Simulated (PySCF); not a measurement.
BP86 on Os⁻ (osmium, charge -1), [Xe] 4f14 5d7 6s2, high-spin 4F determinant. Calculation: PySCF 2.14, in def2-QZVPPD with the def2 core potential (60 electrons) (7s5p4d4f2g, 88 functions); a scalar-relativistic core potential.

```
cycle= 1 E= -90.725790424369  delta_E= -0.0186  |g|= 0.0521  |ddm|= 0.884
cycle= 2 E= -90.7230782064131  delta_E= 0.00271  |g|= 0.0903  |ddm|= 0.204
cycle= 3 E= -90.7270458199855  delta_E= -0.00397  |g|= 0.00243  |ddm|= 0.118
cycle= 4 E= -90.7270497029974  delta_E= -3.88e-06  |g|= 0.000599  |ddm|= 0.0109
cycle= 5 E= -90.7270499536237  delta_E= -2.51e-07  |g|= 4.29e-05  |ddm|= 0.00129
cycle= 6 E= -90.7270499549985  delta_E= -1.37e-09  |g|= 6.3e-07  |ddm|= 0.000146
cycle= 7 E= -90.7270499549988  delta_E= -2.42e-13  |g|= 5.11e-08  |ddm|= 6.58e-06
converged SCF energy = -90.7270499549988  <S^2> = 3.7656232  2S+1 = 4.007804
```

Highest occupied orbital energy: 2.340 eV; ⟨L²⟩ = 12.02; populations by l: s 4.00, p 6.00, d 7.00, f 0.00.

Question: Can this result be used?

Answer: With care. Self-consistency was reached. Energies and moments cover only the electrons outside the core potential. Spin-orbit coupling, absent here, splits the open shell strongly. At BP86 the highest occupied level has a positive energy, so only the finite basis holds that electron; in a semilocal or global hybrid functional this comes from self-interaction and does not mean that the real anion is unbound.
